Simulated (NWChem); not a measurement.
System: CBr2F2; SMILES BrC(F)(Br)F

Program: NWChem. Geometry: optimised at PBE0/def2-SVP.

Question: Estimate the computed values for BLYP/def2-TZVPD. Quantities: highest occupied level (eV); orbital gap (eV); dipole (D).

Answer: 
```yaml
highest occupied level (eV): -7.13
orbital gap (eV): 4.45
dipole (D): 0.36
```
